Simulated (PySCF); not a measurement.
Job file and geometry (Å, from PBE0-D3(BJ)/def2-SVP) of an NMR shielding run on SMILES Cc1ccc(B(O)O)nc1, C6H8BNO2, GIAO PBE0/pcSseg-1 NMR shielding, non-relativistic, gas phase in PySCF 2.14.0, density-fitted response routines; density fitting, a coarse starting grid and PySCF grid level 2 are the driver's defaults:

```
$ OMP_NUM_THREADS=1 python probes_run.py task.json out

{"job": {"kind": "nmr", "xc": "PBE0", "basis": "pcSseg-1"}, "charge": 0, "multiplicity": 1}
C     -3.078048    -0.241560     0.200486
C     -1.586081    -0.163712     0.088378
C     -0.876796    -0.868832    -0.888453
C      0.505466    -0.736391    -0.966460
C      1.163523     0.101434    -0.062440
B      2.720099     0.365358    -0.017894
O      3.167257     1.214379     0.935655
O      3.555541    -0.236629    -0.902957
N      0.483685     0.775916     0.883549
C     -0.833331     0.644272     0.952715
H     -3.446070    -1.253721    -0.022460
H     -3.421192     0.035331     1.207627
H     -3.561883     0.446227    -0.512674
H     -1.411325    -1.521697    -1.585082
H      1.084504    -1.276373    -1.718865
H      2.376564     1.499265     1.430982
H      4.472182     0.018458    -0.752090
H     -1.342463     1.208868     1.744122
```

Task: What does the program print?

Result: 
```
coarse grid: 15800 points
cycle   1  E = -462.8353950044  dE =  1.665e+00  |g| = 8.640e-01  |ddm| = 4.038e+00
cycle   2  E = -462.7316714581  dE =  1.037e-01  |g| = 1.174e+00  |ddm| = 1.420e+00
cycle   3  E = -462.9745964028  dE = -2.429e-01  |g| = 8.467e-02  |ddm| = 8.149e-01
cycle   4  E = -462.9760350394  dE = -1.439e-03  |g| = 3.333e-02  |ddm| = 1.152e-01
cycle   5  E = -462.9762680596  dE = -2.330e-04  |g| = 1.377e-02  |ddm| = 4.249e-02
cycle   6  E = -462.9763050908  dE = -3.703e-05  |g| = 4.856e-03  |ddm| = 1.519e-02
cycle   7  E = -462.9763105590  dE = -5.468e-06  |g| = 1.279e-03  |ddm| = 5.828e-03
final grid: 154840 points
cycle   8  E = -463.0506438239  dE = -5.264e-05  |g| = 9.167e-03  |ddm| = 3.845e-02
cycle   9  E = -463.0506329270  dE =  1.090e-05  |g| = 1.194e-02  |ddm| = 1.897e-02
cycle  10  E = -463.0506627596  dE = -2.983e-05  |g| = 1.305e-03  |ddm| = 1.024e-02
cycle  11  E = -463.0506631004  dE = -3.407e-07  |g| = 2.901e-04  |ddm| = 1.254e-03
cycle  12  E = -463.0506631111  dE = -1.068e-08  |g| = 2.020e-04  |ddm| = 4.169e-04
cycle  13  E = -463.0506631202  dE = -9.161e-09  |g| = 3.223e-05  |ddm| = 2.025e-04
cycle  14  E = -463.0506631204  dE = -1.862e-10  |g| = 1.624e-05  |ddm| = 4.303e-05
converged SCF energy = -463.0506631204

GIAO shielding tensors (ppm)
atom      isotropic    diamagn.    paramagn.     s11        s22        s33       span
  0 C      163.911     243.601     -79.690    146.687    157.714    187.332     40.645
  1 C       45.106     267.102    -221.995    -63.050     21.461    176.907    239.957
  2 C       42.876     253.198    -210.321    -67.208     28.971    166.866    234.074
  3 C       50.884     257.162    -206.278    -67.654     42.770    177.536    245.190
  4 C       25.821     257.171    -231.350    -73.474    -11.817    162.753    236.227
  5 B       74.632     198.760    -124.129     53.123     80.250     90.521     37.398
  6 O      209.280     389.345    -180.065     74.722    242.526    310.591    235.869
  7 O      234.143     384.301    -150.158    132.199    272.355    297.876    165.677
  8 N      -94.057     334.390    -428.447   -378.912   -191.247    287.988    666.899
  9 C       29.825     249.497    -219.672    -75.368     34.345    130.500    205.868
 10 H       28.966      27.624       1.342     24.155     28.218     34.526     10.371
 11 H       29.047      27.937       1.110     24.283     28.214     34.645     10.362
 12 H       28.699      26.977       1.722     25.243     26.022     34.831      9.588
 13 H       23.650      33.018      -9.368     20.031     22.737     28.183      8.151
 14 H       23.304      32.310      -9.006     19.436     21.921     28.556      9.120
 15 H       23.622      33.520      -9.897     13.510     23.255     34.102     20.592
 16 H       27.215      27.143       0.072     20.558     23.772     37.314     16.756
 17 H       22.705      32.211      -9.506     18.334     21.970     27.811      9.477
```

Task: Turn these shieldings into chemical shifts. Shifts are taken against calculated references (same method and geometry level): ¹³C (184.41 ppm) and ¹H (31.27 ppm) vs TMS; ¹¹B (100.73 ppm) vs BF3·OEt2; ¹⁷O (334.56 ppm) against H2O; ¹⁵N (265.67 ppm) vs NH3.

Result: Averaging equivalent atoms: C 4: 158.6; C 9: 154.6; C 2: 141.5; C 1: 139.3; C 3: 133.5; C 0: 20.5; B 5: 26.1; O 6/7: 112.8; N 8: 359.7; H 17: 8.56; H 14: 7.96; H 13: 7.62; H 15/16: 5.85; H 10/11/12: 2.36 ppm. Experimental scales use liquid or dissolved standards, which lie at an offset from isolated NH3 (liquid NH3: subtract about 20 ppm) and H2O (liquid H2O: subtract about 36 ppm). Unscaled 15N shifts of sp2 nitrogen come out 20 to 40 ppm too high even then.

Size and cost of the density-fitted run: 210 basis functions, 33 s wall time on 1 thread of an Arm Neoverse V1, shared host; peak memory 0.96 GiB.
